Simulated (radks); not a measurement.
Spherical jellium clusters: N electrons in a uniform positive sphere of charge N and radius rs N^(1/3), rs = 3.83 bohr. Calculated with a radial shooting solver with Libxc functionals: non-relativistic Kohn-Sham, LDA (Slater exchange, Perdew-Wang correlation), spin-polarised, spherical densities. Levels are named by radial order and angular momentum (1s, 1p, 1d, 2s, ...), and open shells are averaged over m. Each electron was tried in the lowest free levels, single moves between levels near the top were tried too, and the lowest total energy was kept; such a search can miss a lower state. Energies include the self-energy of the background; IP and EA are vertical (highest electron removed, lowest free level filled), at fixed background; spill-out counts the electrons outside the background radius R, and alpha is the static dipole polarisability from linear response (closed shells only). A dash means not computed or, for alpha, an open shell; in EA it means that no bound solution was reached, which is typical of self-interaction and does not show that the anion is unstable. Real open-shell clusters deform, which this model forbids.

N,open shells,2S,E/N (eV),E(N+1) + E(N-1) - 2E(N) (eV),EA (eV),spill-out (e)
1,"1s(up 1, down 0)",1,-1.192,-,-,0.40
2,none,0,-1.668,1.179,-,0.57
3,"1p(up 1, down 0)",1,-1.434,-0.671,-,0.88
4,"1p(up 2, down 0)",2,-1.484,-0.482,-,1.06
5,"1p(up 3, down 0)",3,-1.611,0.305,-,1.19
6,"1p(up 3, down 1)",2,-1.644,-0.390,-,1.33
7,"1p(up 3, down 2)",1,-1.724,-0.284,1.657,1.45
8,none,0,-1.819,1.292,-,1.55
9,"1d(up 1, down 0)",1,-1.750,-0.281,-,1.73
10,"1d(up 2, down 0)",2,-1.723,-0.241,-,1.88
11,"1d(up 3, down 0)",3,-1.722,-0.208,1.338,2.00
12,"1d(up 4, down 0)",4,-1.739,-0.179,1.531,2.10
13,"1d(up 5, down 0)",5,-1.767,0.349,1.217,2.20
14,"1d(up 5, down 1)",4,-1.766,-0.190,1.430,2.31
15,"1d(up 5, down 2)",3,-1.778,-0.163,1.610,2.41
16,"1d(up 5, down 3)",2,-1.799,-0.142,1.765,2.50
17,"1d(up 5, down 4)",1,-1.825,-0.124,1.901,2.58
18,none,0,-1.856,0.224,1.726,2.66
19,"2s(up 1, down 0)",1,-1.871,0.205,1.591,2.83
20,none,0,-1.875,0.479,1.129,3.03
21,"1f(up 1, down 0)",1,-1.855,-0.133,1.274,3.13
22,"1f(up 2, down 0)",2,-1.844,-0.122,1.404,3.22
23,"1f(up 3, down 0)",3,-1.838,-0.112,1.521,3.30
24,"1f(up 4, down 0)",4,-1.838,-0.103,1.629,3.38
25,"1f(up 5, down 0)",5,-1.842,-,1.727,3.45

All shells are closed at N = 2, 8, 18, 20 (there: 1s2 1p6 1d10 2s2); the second difference of the energy has clear peaks (12 % above both neighbours; the first and last values, which can be the largest, are not judged, and half-filled shells can peak too) at N = 5, 8, 13, 20.
